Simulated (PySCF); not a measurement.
B3LYP has the VWN-RPA correlation part, as in Gaussian. 

```xyz
8

N      2.1861    -0.7389     0.5576
C      1.1949    -0.1037     0.3098
Si    -0.4707     0.5851     0.6831
N     -1.6719    -0.1005    -0.3459
H      2.9745    -0.8265    -0.0785
H     -0.2507     1.9975     0.2687
H     -2.1765    -0.9257    -0.0713
H     -1.7857     0.1128    -1.3235
```

Charge 0, multiplicity 1.

Question: Give the Mulliken and meta-Löwdin atomic charges from PySCF 2.14.0 with B3LYP-D3(BJ)/def2-TZVP.

Answer: 
```
atom  Mulliken (e)  meta-Löwdin (e)
----  ------------  ---------------
N1           -0.20            -0.27
C2           -0.02            -0.04
Si3           0.17             0.39
N4           -0.61            -0.72
H5            0.26             0.27
H6           -0.05            -0.10
H7            0.23             0.24
H8            0.23             0.23
```
